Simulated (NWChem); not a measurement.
CH₃AlF₂S; SMILES C[S][Al]([F])[F]

```xyz
8

Al     0.0001     0.8244     0.0000
F      0.9520     2.1699    -0.0004
F     -1.6427     1.0131     0.0002
S      0.8510    -1.1629     0.0004
C     -0.6981    -2.1929     0.0005
H     -1.5958    -1.5735     0.0015
H     -0.6882    -2.8221     0.8920
H     -0.6893    -2.8208    -0.8921
```
Atoms are numbered in this order, from 1.

Level: B3LYP/6-31G* (spherical d) (NWChem), optimised geometry, unscaled harmonic frequencies. 

**Question.** List the harmonic frequencies with IR intensities, and the thermochemistry.

**Answer.** 
```tsv
frequency (cm⁻¹)	IR intensity (km/mol)
62	1.4
107	0.0
130	4.9
222	13.8
249	63.1
253	20.0
480	36.0
679	9.2
819	162.2
951	104.7
997	6.7
1013	6.2
1394	12.9
1513	4.3
1517	6.1
3089	18.6
3178	3.4
3186	1.1
```

```yaml
zero_point_energy: 28.3 kcal/mol
thermal correction to the enthalpy at 298.15 K (with zero-point energy): 33.4 kcal/mol
heat capacity Cv: 21.3 cal/(mol K)
entropy at 298.15 K and 1 atm (symmetry number 1): 85.1 cal/(mol K)
dipole_moment: 2.06 D
```

Rigid rotor and harmonic oscillator; modes under 100 cm⁻¹ make the entropy uncertain.
